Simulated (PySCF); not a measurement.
From one molecule to another.

First species: C4H12OP2.
Numbering: `[CH3:1][CH2:2][P@@H:3](=[O:4])[CH2:5][CH2:6][PH2:7]` (hydrogens: H8, H9, H10 on C1; H11, H12 on C2; H13 on P3; H14, H15 on C5; H16, H17 on C6; H18, H19 on P7)

Second species: C₃H₉FSSi.
Numbering: `[CH3:1][S:2][C@:3]([CH3:4])([F:5])[SiH3:6]` (hydrogens: H7, H8, H9 on C1; H10, H11, H12 on C4; H13, H14, H15 on Si6)

Levels: B3LYP/def2-SVPD for dipole moment, HOMO energy, LUMO energy, HOMO–LUMO gap, static isotropic polarisability and electronic spatial extent ⟨r²⟩ about the centre of nuclear charge; TDDFT B3LYP/def2-SVPD for lowest singlet excitation; TDA B3LYP/def2-SVPD for lowest triplet excitation (Tamm–Dancoff); GFN2-xTB for rotational constant A and rotational constant C. Geometries: GFN2-xTB. Each structure is a single optimised conformer of the isolated species, non-relativistic unless stated. Electronic properties by PySCF.

The conformers computed, where there is a choice (atom-mapped SMILES and torsion angles):
- `[CH3:1][CH2:2][P@@H:3](=[O:4])[CH2:5][CH2:6][PH2:7]`: C1–C2–P3–O4 177°, C2–P3–C5–C6 -170°, P3–C5–C6–P7 -54°, H–P7–C6–C5 -78°, H–P7–C6–C5 -171°
- `[CH3:1][S:2][C@:3]([CH3:4])([F:5])[SiH3:6]`: C1–S2–C3–C4 63°

| property | column X | column Y |
| --- | --- | --- |
| dipole moment | 1.50 D | 4.36 D |
| HOMO energy | -6.43 eV | -7.00 eV |
| LUMO energy | 0.02 eV | -0.03 eV |
| HOMO–LUMO gap | 6.45 eV | 6.97 eV |
| lowest singlet excitation | 5.31 eV | 6.16 eV |
| lowest triplet excitation (Tamm–Dancoff) | 4.94 eV | 5.34 eV |
| static isotropic polarisability | 87.6 au | 101.2 au |
| electronic spatial extent ⟨r²⟩ about the centre of nuclear charge | 973 bohr² | 1417 bohr² |
| rotational constant A | 3.387 GHz | 3.081 GHz |
| rotational constant C | 1.407 GHz | 0.894 GHz |

Q: Which column belongs to which species?

A: Column X is the second species and column Y the first. The first has 19 atoms and 74 electrons, the second 15 and 66.

Q: How does each property change from the first species to the second?

A: dipole moment -2.86 D; HOMO energy +0.57 eV; LUMO energy +0.05 eV; HOMO–LUMO gap -0.52 eV; lowest singlet excitation -0.85 eV; lowest triplet excitation (Tamm–Dancoff) -0.40 eV; static isotropic polarisability -13.6 au; electronic spatial extent ⟨r²⟩ about the centre of nuclear charge -444 bohr²; rotational constant A +0.306 GHz; rotational constant C +0.513 GHz.

On the first: The 8 singlets span 6.16 to 7.07 eV, and their oscillator strengths add up to 0.19. The vertical singlet–triplet gap S1 − T1 is 0.82 eV (TDDFT singlet less Tamm–Dancoff triplet; S1: HOMO→LUMO, weight 0.97; T1: HOMO→LUMO, weight 0.80).

On the second: S1 lies 1.14 eV below the HOMO–LUMO gap; its leading configuration is HOMO→LUMO, weight 0.94. The 8 singlets span 5.31 to 7.12 eV, and their oscillator strengths add up to 0.06.
